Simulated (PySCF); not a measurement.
Simulated Si 2p region for `C[SiH](C)O[SiH](C)C`, binding energy against the vacuum level.

Every computed line was given a Gaussian of 0.5 eV full width at half maximum and an area set by the number of equivalent atoms (split 2:1 within a doublet); the highest printed point is 100. Computed with delta-SCF UKS SCAN, pcX-2 on the ionised atom, pcseg-1 elsewhere, spin-free X2C (PySCF).

```tsv
binding energy (eV)	intensity
106.0	0
106.1	2
106.2	6
106.3	17
106.4	37
106.5	64
106.6	89
106.7	100
106.8	91
106.9	70
107.0	52
107.1	45
107.2	48
107.3	51
107.4	47
107.5	36
107.6	22
107.7	11
107.8	4
107.9	1
108.0	0
```

**Question.** How many maxima does the curve show, and how many computed lines lie under it?

**Answer.** The curve has 2 maxima (at 106.7 and 107.3 eV). Under it lie 2 lines from 1 inequivalent silicon site, drawn as a 2p3/2, 2p1/2 pair.

**Question.** Decompose the envelope and assign each component. Numbering: `[CH3:1][SiH:2]([CH3:3])[O:4][SiH:5]([CH3:6])[CH3:7]`.

**Answer.** 
| position (eV) | relative area | line | atoms | environment |
| --- | --- | --- | --- | --- |
| 106.70 | 1.33 | Si 2p3/2 | Si2/Si5 | oxygen-bound silicon |
| 107.33 | 0.67 | Si 2p1/2 | Si2/Si5 | oxygen-bound silicon |

**Question.** What are the centre and the root-mean-square width of the whole band?

**Answer.** The area-weighted mean of the lines is 106.91 eV. Their own spread about it is 0.29 eV (rms) and each Gaussian has σ = 0.5/2.355 = 0.21 eV; the variances add, which gives 0.36 eV.

No satellites, vibrations or lifetime broadening are included. Topologically equivalent atoms share the value of their first member; where this conformer doesn't relate them by symmetry, their own values could differ. The 2p values add to the ΔSCF energy of one spin-free hole a correction within the shell (spin–orbit coupling, ligand field). 2p1/2 minus 2p3/2 (ligand field included): Si 0.63 eV. Geometry: PBE0-D3(BJ)/def2-SVP, one conformer, isolated molecule.

The run took 2.5 min wall on one thread, x86-64 server, shared host.

Conformer computed: `[CH3:1][SiH:2]([CH3:3])[O:4][SiH:5]([CH3:6])[CH3:7]`: C1–Si2–O4–Si5 71°, Si2–O4–Si5–C6 -41°.
